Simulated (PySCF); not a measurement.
C₂H₅F₂NSi, SMILES C/C=N/[SiH](F)F.

Coordinates come from a r2SCAN-D4/def2-SVP optimisation. The structure was generated by enumeration; whether it is a known compound was not checked. Other conformers were not sampled.

Method: TDA-M06-2X/def2-SVPD (PySCF 2.14.0).

Vertical excitations. The molecule is in vacuum.

| state | energy (eV) | λ (nm) | f | main pairs |
|---|---|---|---|---|
| S1 | 4.24 | 293 | 0.000 | HOMO→LUMO 96 % |
| S2 | 7.35 | 169 | 0.034 | HOMO→LUMO+1 86 % |
| S3 | 8.05 | 154 | 0.399 | HOMO−1→LUMO 57 %, HOMO→LUMO+3 14 %, HOMO→LUMO+2 11 % |
| S4 | 8.21 | 151 | 0.046 | HOMO→LUMO+3 46 %, HOMO−2→LUMO 14 %, HOMO−1→LUMO 10 %, HOMO→LUMO+5 7 % |
| S5 | 8.34 | 149 | 0.008 | HOMO→LUMO+2 44 %, HOMO−2→LUMO 28 %, HOMO→LUMO+4 10 % |
| S6 | 8.51 | 146 | 0.154 | HOMO−2→LUMO 24 %, HOMO→LUMO+4 18 %, HOMO−1→LUMO 17 %, HOMO→LUMO+2 15 % |
| S7 | 8.70 | 142 | 0.199 | HOMO→LUMO+4 44 %, HOMO→LUMO+2 22 %, HOMO→LUMO+5 12 % |
| S8 | 8.74 | 142 | 0.003 | HOMO−3→LUMO 63 %, HOMO−4→LUMO 23 % |
| S9 | 8.97 | 138 | 0.090 | HOMO→LUMO+5 60 %, HOMO→LUMO+3 14 %, HOMO→LUMO+4 12 % |
| S10 | 9.09 | 136 | 0.005 | HOMO−1→LUMO+1 86 % |
| T1 | 3.78 | 328 | 0 | HOMO→LUMO 95 % |
| T2 | 5.31 | 234 | 0 | HOMO−1→LUMO 88 % |
| T3 | 7.18 | 173 | 0 | HOMO→LUMO+1 73 %, HOMO→LUMO+3 13 % |
| T4 | 7.85 | 158 | 0 | HOMO−2→LUMO 40 %, HOMO→LUMO+3 17 %, HOMO−4→LUMO 12 %, HOMO→LUMO+1 7 % |
Triplets are in the Tamm–Dancoff approximation.
